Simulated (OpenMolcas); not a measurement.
Dy3+ in a ligand field

Dy3+ with 4 ligands (fluoride) in tetrahedral coordination (Td) at 2.09 Å. A charge of +0.25 e stands 2.6 Å behind each ligand. Ligand basis ANO-RCC-VDZP.
```
Dy    0.0000    0.0000    0.0000
F     1.2067    1.2067    1.2067
F     1.2067   -1.2067   -1.2067
F    -1.2067    1.2067   -1.2067
F    -1.2067   -1.2067    1.2067
```

| Quantity | Value |
| --- | --- |
| Program | OpenMolcas 26.06 |
| Method | CASSCF |
| Basis | ANO-RCC-VDZP [7s6p4d2f1g] |
| Scalar Hamiltonian | DKH2, point nucleus |
| Active space | 9 electrons in 7 orbitals (4f) |
| State averaging | 2S+1 = 6 odd, 21 roots; 2S+1 = 4 odd, 116 roots kept (CI in the orbitals of an earlier block, 108 in the spin-orbit step); 2S+1 = 2 odd, 82 roots kept (CI in the orbitals of an earlier block, 39 in the spin-orbit step) |
| Spin-orbit coupling | state interaction with AMFI integrals over the reference wave functions |

The lowest spin-free states (labels of Td), above the lowest:

| State | Degeneracy | E (cm-1) | Free-ion L (%) |
| --- | --- | --- | --- |
| 6T2 | 3 | 0.0 | H (100) |
| 6E | 2 | 17.2 | H (100) |
| 6T2 | 3 | 296.8 | H (100) |
| 6T1 | 3 | 348.7 | H (100) |
| 6A1 | 1 | 7388 | F (100) |
| 6T1 | 3 | 7595 | F (100) |
| 6T2 | 3 | 7666 | F (100) |
| 4A1 | 1 | 24623 | I (47) |
| 4A2 | 1 | 24627 | I (95) |
| 4T2 | 3 | 24655 | I (90) |
| 4T1 | 3 | 24668 | I (77) |
| 4T1 | 3 | 24853 | I (79) |
| 4E | 2 | 24929 | I (100) |
| 4T2 | 3 | 25040 | M (78) |
| 4T1 | 3 | 25051 | M (45) |
| 4A1 | 1 | 25062 | F (50) |
| 4A1 | 1 | 25084 | I (46) |
| 4A2 | 1 | 25092 | M (97) |
| 4T1 | 3 | 25124 | F (59) |
| 4T2 | 3 | 25204 | M (60) |

The lowest levels with spin-orbit coupling:

```
E (cm-1)  Degeneracy  Label  2S+1     J   |mJ| (%)               g
     0.0           4     Γ8     6  7.50  11/2 (45)                
    53.7           4     Γ8     6  7.50   7/2 (31)                
    58.0           2     Γ6     6  7.50  13/2 (40)  7.52 7.52 7.52
   254.1           2     Γ7     6  7.50   1/2 (52)  6.62 6.62 6.62
   263.7           4     Γ8     6  7.50  15/2 (33)                
    3591           2     Γ7     6  6.50   9/2 (69)  6.42 6.42 6.42
    3605           4     Γ8     6  6.50   7/2 (37)                
    3623           2     Γ6     6  6.50   5/2 (61)  0.42 0.42 0.42
    3683           2     Γ6     6  6.50   3/2 (59)  0.37 0.37 0.37
    3704           4     Γ8     6  6.50   1/2 (43)                
    6156           2     Γ6     6  5.51   3/2 (46)  4.36 4.36 4.36
    6179           4     Γ8     6  5.50   5/2 (28)                
    6190           2     Γ7     6  5.50   7/2 (73)  4.43 4.43 4.43
    6204           4     Γ8     6  5.50   9/2 (33)                
    8104           4     Γ8     6  4.51   9/2 (31)                
    8152           2     Γ7     6  4.51   1/2 (58)  3.77 3.77 3.77
    8167           4     Γ8     6  4.50   7/2 (48)                
    9645           4     Γ8     6  3.56   3/2 (37)                
    9706           2     Γ7     6  3.51   1/2 (58)  1.76 1.76 1.76
    9710           2     Γ6     6  3.54   5/2 (73)  2.73 2.73 2.73
```

Powder χT (cm3 K/mol): 9.87 at 2 K, 10.8 at 10 K, 13.1 at 50 K, 13.6 at 100 K, 13.8 at 200 K, 13.9 at 300 K. The effective moment at 300 K is 2.828 √(χT) = 10.55 μB.

Hund's rules give f9 the level 6H15/2 with g = 1.333, so an isolated free-ion multiplet has χT = g² J(J+1) / 8 = 14.167 cm3 K/mol. The computed 13.921 at 300 K differs by -2 %, through the field's splitting, the mixing of terms and any other multiplet in reach.

Stevens parameters of the J = 15/2 multiplet, which is 264 cm-1 wide (cm-1, z along the main axis): B40 = 8.034e-03, B44 = 4.017e-02, B60 = 1.086e-05, B64 = -2.280e-04.

Metal share of the active 4f orbitals (Löwdin): 99, 100, 100, 100, 100, 100, 100 %; Mulliken charge of the metal 2.29.

High states are left out of the spin-orbit mixing, which shifts the levels that they would mix with. Without dynamic correlation the ligand-field splitting of an f shell can come out too small, at times by half. The first state left out of the spin-orbit step lies near 42000 cm-1 above the lowest spin-free state of the reference (among the parities and spins computed), and the lists stop at four fifths of that energy or lower. No measured value stands beside these numbers; the geometry is a model, was not optimised and need not be the one that this ion takes.
